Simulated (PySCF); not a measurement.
How methods differ on the ionisation energy of Sc⁺

Sc⁺ [Ar] 3d1 4s1 [3d3/2^1 4s1/2^1, M_J = 1] → Sc²⁺ [Ar] 3d1 [3d3/2^1, M_J = 3/2], as a difference of total energies. Calculation: PySCF 2.14, in x2c-TZVPall-2c (6s7p4d1f, 54 functions); the two-component X2C-1e Hamiltonian. Correlated levels: [Ne] frozen. "Screened" scales the spin-orbit matrix elements by Boettger's factors to mimic the two-electron term; Breit and QED terms are absent.

```
                    method  ionisation energy (eV)
           GHF (spin-free)                  12.217
          GMP2 (spin-free)                  12.767
 GHF (screened spin-orbit)                  12.213
GMP2 (screened spin-orbit)                  12.760
```

Problem. How much does correlation contribute at GMP2 (screened spin-orbit)?

Solution. 12.760 − (12.213) = 0.547 eV, measured against GHF (screened spin-orbit).

Errors of the correlated levels include the incompleteness of this basis and the frozen core.

The labels give the starting determinants; with spin-orbit coupling the two ends relaxed to ⟨J²⟩ = 3.86, ⟨L²⟩ = 6.01, ⟨S²⟩ = 2.00 and ⟨J²⟩ = 3.92, ⟨L²⟩ = 6.00, ⟨S²⟩ = 0.75.

The determinant of Sc⁺ mixes levels of different J (the jj label is only the starting occupation), so the difference between spin-free and spin-orbit rows is not the physical spin-orbit shift.

For comparison: 12.800 eV (measured; NIST Atomic Spectra Database, ionization energies).
